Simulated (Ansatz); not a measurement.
Abstraction of H: C2H8Si + Te(CH2)(CH3) → C2H7Si + Te(CH3)2

Species: C2H8Si `CC[SiH3]`, singlet; Te(CH2)(CH3), doublet; C2H7Si `CC[SiH2]`, doublet; Te(CH3)2 (dimethyl telluride), singlet. A radical takes H: the energy is the difference in strength between the Si–H bond broken and the C–H bond made.

Shapes, held fixed at every level: PBE0-D4/def2-TZVP. Flexible molecules stand in one conformer, not always the lowest. Programs: Ansatz 0.2.0. The zero-point and thermal change to 298 K, harmonic and unscaled (PBE0-D4/def2-TZVP), is +11.6 kJ/mol.

```tsv
level	kind	ΔH(298 K) (kJ/mol)	less CCSD(T)/def2-SVP	CPU time (sum over the molecules)
MP2/def2-TZVPP	perturbation theory	-34.7	-5.2	–
SPW92/def2-TZVPP	LDA	-26.3	+3.2	17 s
r2SCAN-D4/def2-TZVPP	meta-GGA	-16.7	+12.8	75 s
B3LYP-D4/def2-TZVPP	global hybrid	-17.3	+12.2	58 s
wB97M-V/def2-TZVPP	range-separated hybrid	-17.2	+12.3	2.6 min
wB97X-V/def2-TZVPP	range-separated hybrid	-16.1	+13.4	1.9 min
CCSD(T)/def2-SVP	coupled cluster or CI	-29.5	0.0	68 s
```

The highest level, CCSD(T)/def2-SVP, gives ΔH(298 K) = -29.5 kJ/mol; the levels span -34.7 to -16.1. The column of differences is taken from that level and isn't an error. No measured value is set beside it here. Spin contamination: Te(CH2)(CH3) (⟨S²⟩ up to 0.78). Open shells run unrestricted. For atoms past krypton def2 sets carry core potentials with scalar relativity. Outer-core shells of Te are correlated, in sets that cover them unevenly. Times are processor times on shared x86 and Arm servers, and rough.
